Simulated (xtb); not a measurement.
Input file for xtb: GFN2-xTB on ClH3S (a complex), monomers drawn apart or pushed together.

```
$ xtb mol.xyz --gfn 2 --sp --chrg 0 --uhf 0
5

Cl    -0.23466976     0.31584645    -0.70187454
H     -0.51165338     0.48619689     0.55671537
S     -0.96609577     0.63884328     3.26037202
H      0.32790261     0.40429462     3.53464211
H     -1.28064919    -0.66566708     3.32344396
```

Program output:

```
[...]
           -------------------------------------------------
          |                Calculation Setup                |
           -------------------------------------------------



molecular fragmentation (1/2 indicates fragments):
11222
# atoms in fragment 1/2:     2     3
 fragment masses (1/2) :       36.46       34.08
CMA distance (Bohr)    :   7.573
constraining FC (au)   :  0.0500

           -------------------------------------------------
          |                 G F N 2 - x T B                 |
           -------------------------------------------------

        Reference                      10.1021/acs.jctc.8b01176
      * Hamiltonian:
        H0-scaling (s, p, d)           1.850000    2.230000    2.230000
        zeta-weighting                 0.500000
      * Dispersion:
        s8                             2.700000
        a1                             0.520000
        a2                             5.000000
        s9                             5.000000
      * Repulsion:
        kExp                           1.500000    1.000000
        rExp                           1.000000
      * Coulomb:
        alpha                          2.000000
        third order                    shell-resolved
        anisotropic                    true
        a3                             3.000000
        a5                             4.000000
        cn-shift                       1.200000
        cn-exp                         4.000000
        max-rad                        5.000000


          ...................................................
          :                      SETUP                      :
          :.................................................:
          :  # basis functions                  23          :
          :  # atomic orbitals                  21          :
          :  # shells                            9          :
          :  # electrons                        16          :
          :  max. iterations                   250          :
          :  Hamiltonian                  GFN2-xTB          :
          :  restarted?                      false          :
          :  GBSA solvation                  false          :
          :  PC potential                    false          :
          :  electronic temp.          300.0000000     K    :
          :  accuracy                    1.0000000          :
          :  -> integral cutoff          0.2500000E+02      :
          :  -> integral neglect         0.1000000E-07      :
          :  -> SCF convergence          0.1000000E-05 Eh   :
          :  -> wf. convergence          0.1000000E-03 e    :
          :  Broyden damping             0.4000000          :
          :  net charge                          0          :
          :  unpaired electrons                  0          :
          ...................................................

 iter      E             dE          RMSdq      gap      omega  full diag
   1     -9.3319381 -0.933194E+01  0.433E+00    5.78       0.0  T
   2     -9.3340328 -0.209475E-02  0.246E+00    5.51       1.0  T
   3     -9.3348788 -0.846000E-03  0.587E-01    5.19       1.0  T
   4     -9.3351544 -0.275610E-03  0.297E-01    5.21       1.0  T
   5     -9.3353257 -0.171249E-03  0.200E-01    5.21       1.0  T
   6     -9.3354159 -0.902234E-04  0.131E-01    5.21       1.0  T
   7     -9.3354680 -0.521312E-04  0.283E-02    5.21       1.6  T
   8     -9.3354688 -0.815545E-06  0.691E-03    5.21       6.5  T
   9     -9.3354689 -0.390297E-07  0.325E-03    5.21      13.7  T
  10     -9.3354689 -0.109390E-07  0.209E-03    5.21      21.4  T
  11     -9.3354689 -0.726235E-08  0.298E-04    5.21     150.2  T
  12     -9.3354689 -0.579643E-10  0.100E-04    5.21     445.4  T

   *** convergence criteria satisfied after 12 iterations ***

         #    Occupation            Energy/Eh            Energy/eV
      -------------------------------------------------------------
         1        2.0000           -1.0578410             -28.7853
         2        2.0000           -0.7355325             -20.0149
         3        2.0000           -0.5237420             -14.2517
         4        2.0000           -0.5209323             -14.1753
         5        2.0000           -0.5030981             -13.6900
         6        2.0000           -0.4341926             -11.8150
         7        2.0000           -0.4341770             -11.8146
         8        2.0000           -0.4070486             -11.0764 (HOMO)
         9                         -0.2155420              -5.8652 (LUMO)
        10                         -0.1392308              -3.7887
        11                         -0.0967569              -2.6329
        12                         -0.0462603              -1.2588
        13                         -0.0337598              -0.9187
       ...                                ...                  ...
        21                          0.5644863              15.3605
      -------------------------------------------------------------
                  HL-Gap            0.1915066 Eh            5.2112 eV
             Fermi-level           -0.3112953 Eh           -8.4708 eV

 SCC (total)                   0 d,  0 h,  0 min,  0.005 sec
 SCC setup                      ...        0 min,  0.000 sec (  2.563%)
 Dispersion                     ...        0 min,  0.000 sec (  0.768%)
 classical contributions        ...        0 min,  0.000 sec (  0.539%)
 integral evaluation            ...        0 min,  0.001 sec ( 15.249%)
 iterations                     ...        0 min,  0.003 sec ( 60.223%)
 molecular gradient             ...        0 min,  0.001 sec ( 17.897%)
 printout                       ...        0 min,  0.000 sec (  2.430%)

         :::::::::::::::::::::::::::::::::::::::::::::::::::::
         ::                     SUMMARY                     ::
         :::::::::::::::::::::::::::::::::::::::::::::::::::::
         :: total energy              -9.312305090318 Eh    ::
         :: gradient norm              0.016858693114 Eh/a0 ::
         :: HOMO-LUMO gap              5.211159787020 eV    ::
         ::.................................................::
         :: SCC energy                -9.335468609560 Eh    ::
         :: -> isotropic ES            0.017672443958 Eh    ::
         :: -> anisotropic ES         -0.004499672862 Eh    ::
         :: -> anisotropic XC         -0.003163428795 Eh    ::
         :: -> dispersion             -0.001305582711 Eh    ::
         :: repulsion energy           0.023163519242 Eh    ::
         :: add. restraining           0.000000000000 Eh    ::
         :: total charge              -0.000000000000 e     ::
         :::::::::::::::::::::::::::::::::::::::::::::::::::::

           -------------------------------------------------
          |                Property Printout                |
           -------------------------------------------------

    * Orbital Energies and Occupations

         #    Occupation            Energy/Eh            Energy/eV
      -------------------------------------------------------------
         1        2.0000           -1.0578410             -28.7853
         2        2.0000           -0.7355325             -20.0149
         3        2.0000           -0.5237420             -14.2517
         4        2.0000           -0.5209323             -14.1753
         5        2.0000           -0.5030981             -13.6900
         6        2.0000           -0.4341926             -11.8150
         7        2.0000           -0.4341770             -11.8146
         8        2.0000           -0.4070486             -11.0764 (HOMO)
         9                         -0.2155420              -5.8652 (LUMO)
        10                         -0.1392308              -3.7887
Note: The following floating-point exceptions are signalling: IEEE_UNDERFLOW_FLAG IEEE_DENORMAL
normal termination of xtb
        11                         -0.0967569              -2.6329
        12                         -0.0462603              -1.2588
        13                         -0.0337598              -0.9187
        14                         -0.0297240              -0.8088
        15                          0.0190445               0.5182
        16                          0.0190486               0.5183
        17                          0.0250682               0.6821
        18                          0.0250682               0.6821
        19                          0.1745181               4.7489
       ...                                ...                  ...
        21                          0.5644863              15.3605
      -------------------------------------------------------------
                  HL-Gap            0.1915066 Eh            5.2112 eV
             Fermi-level           -0.3112953 Eh           -8.4708 eV

     #   Z          covCN         q      C6AA      α(0)
     1  17 Cl       0.843    -0.341   110.090    16.051
     2   1 H        0.843     0.333     0.625     1.239
     3  16 S        1.844    -0.343   156.021    21.024
     4   1 H        0.922     0.176     1.231     1.735
     5   1 H        0.922     0.176     1.231     1.735

 Mol. C6AA /au·bohr⁶  :        674.471657
 Mol. C8AA /au·bohr⁸  :      27396.638148
 Mol. α(0) /au        :         41.784503


Wiberg/Mayer (AO) data.
largest (>0.10) Wiberg bond orders for each atom

 ---------------------------------------------------------------------------
     #   Z sym  total        # sym  WBO       # sym  WBO       # sym  WBO
 ---------------------------------------------------------------------------
     1  17 Cl   0.884 --     2 H    0.877
     2   1 H    0.889 --     1 Cl   0.877
     3  16 S    1.951 --     5 H    0.967     4 H    0.967
     4   1 H    0.969 --     3 S    0.967
     5   1 H    0.969 --     3 S    0.967
 ---------------------------------------------------------------------------

Topologies differ in total number of bonds
Writing topology from bond orders to xtbtopo.mol

molecular dipole:
                 x           y           z       tot (Debye)
 q only:        0.139      -0.399       0.968
   full:        0.285      -0.554       0.646       2.282
molecular quadrupole (traceless):
                xx          xy          yy          xz          yz          zz
 q only:       -0.584       1.752      -0.821       2.060      -3.674       1.405
  q+dip:       -1.769       2.348      -2.031       2.678      -5.041       3.800
   full:       -1.615       2.452      -1.964       2.720      -5.014       3.578


           -------------------------------------------------
          | TOTAL ENERGY               -9.312305090318 Eh   |
          | GRADIENT NORM               0.016858693114 Eh/α |
          | HOMO-LUMO GAP               5.211159787020 eV   |
           -------------------------------------------------

------------------------------------------------------------------------
------------------------------------------------------------------------
 total:
 SCF:
```

The run finished.

Cost: roughly 0.06 core-seconds.
